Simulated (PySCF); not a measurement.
# Correlation energy of Pt (platinum, neutral)

[Xe] 4f14 5d10, closed-shell 1S (an excited configuration). Calculation: PySCF 2.14, in ANO-RCC-VTZP; the spin-free X2C one-electron Hamiltonian (Gaussian nucleus). Frozen: [Xe] 4f14; 10 electrons correlated.

```
  level  correlation energy (mhartree)
   CCSD                        -307.91
    (T)                         -16.33
CCSD(T)                        -324.24
```

Diagnostics: T1 = 0.0063, D1 = 0.0089, largest double amplitude 0.026.

Is a single reference adequate?

Yes, within this model without spin-orbit coupling: T1 lies below 0.03 and no double amplitude reaches 0.07.
